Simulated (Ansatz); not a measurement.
Input file:

```yaml
crystal:
  periodic: [false, false, false]
  atoms:
    - { symbol: Si, position_ang: [-0.002405, -0.012453, -0.147258] }
    - { symbol: C, position_ang: [-0.058466, 0.217662, 1.732166] }
    - { symbol: H, position_ang: [-1.092025, 0.205053, 2.11599] }
    - { symbol: H, position_ang: [0.495513, -0.590881, 2.23847] }
    - { symbol: H, position_ang: [0.400369, 1.174481, 2.032372] }
    - { symbol: H, position_ang: [1.397777, 0.053977, -0.552206] }
    - { symbol: "N", position_ang: [-0.805486, 1.322189, -1.058009] }
    - { symbol: C, position_ang: [-2.280055, 1.439753, -0.778207] }
    - { symbol: H, position_ang: [-2.770611, 0.463969, -0.975748] }
    - { symbol: H, position_ang: [-2.534553, 1.748052, 0.267625] }
    - { symbol: H, position_ang: [-2.72446, 2.195449, -1.461747] }
    - { symbol: C, position_ang: [-0.158419, 2.660504, -0.816267] }
    - { symbol: H, position_ang: [-0.602063, 3.412287, -1.504962] }
    - { symbol: H, position_ang: [-0.275614, 3.054331, 0.225167] }
    - { symbol: H, position_ang: [0.926874, 2.585221, -1.035138] }
    - { symbol: Si, position_ang: [-0.945467, -1.977271, -0.751552] }
    - { symbol: H, position_ang: [-2.279259, -2.126367, -0.186733] }
    - { symbol: H, position_ang: [-1.055046, -2.098715, -2.197654] }
    - { symbol: H, position_ang: [-0.141702, -3.09194, -0.269709] }
basis:
  gaussian: { orbitals: STO-3G }
hamiltonian:
  xc: pbe
  dispersion: d4
md:
  timestep: 0.5
  n_steps: 100
  ensemble: nve_milne
  temperature: 300.0
  initial_velocities: maxwell_boltzmann
  seed: 181096
```

Command:

```bash
$ ansatz run input.yaml --threads 1 --pin off --max-ram 2048MiB --backend cpu --events-out ev --progress --plain --runs-dir out
```

Hardware: 1 thread of Arm Neoverse V2, with other jobs on the host.

Task: Roughly how long does this run take, and how much memory?

Result: 7.1 min, with a peak of 0.11 GiB, for 101 ionic steps.
